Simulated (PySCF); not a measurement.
**Distorted geometries of [Bi(CCH)]2+**

[Bi(CCH)]2+ (singlet). PySCF 2.14.0, RKS PBE0, Bi def2-SVP with ECP60, C def2-SVP, H def2-SVP; non-relativistic Hamiltonian with scalar-relativistic core potentials where named; density fitting; no spin-orbit coupling. Relaxed geometry:

```xyz
4

Bi    0.0000    0.0000   -0.1908
C     0.0000    0.0000    1.8708
C     0.0000    0.0000    3.1163
H     0.0000    0.0000    4.2135
```

Q: Order these distorted geometries by energy above the relaxed one, lowest first.
A.
```xyz
4

Bi    0.0475   -0.0186   -0.0333
C    -0.0772   -0.0159    1.7213
C    -0.0196   -0.0736    3.3908
H     0.0493    0.1082    3.9310
```
B.
```xyz
4

Bi    0.0266   -0.0402   -0.2550
C    -0.1054    0.0480    1.7942
C    -0.0702   -0.1196    3.1900
H     0.1489    0.1118    4.2807
```
C.
```xyz
4

Bi    0.0474   -0.0310   -0.2709
C    -0.0753   -0.0075    1.9664
C     0.0037    0.0711    3.0741
H     0.0242   -0.0326    4.2403
```

A: B (0.99 eV), C (1.45 eV), A (22.27 eV).

Q: Which forces (eV/Å) act in the one that lies 1.45 eV up?

A: 
```
Bi   -0.21   0.02   2.88
C    -0.83  -0.88 -20.30
C     0.99   0.31  19.78
H     0.05   0.55  -2.35
```
Forces carry noise of the integration grid, about 0.01 to 0.03 eV/Å.
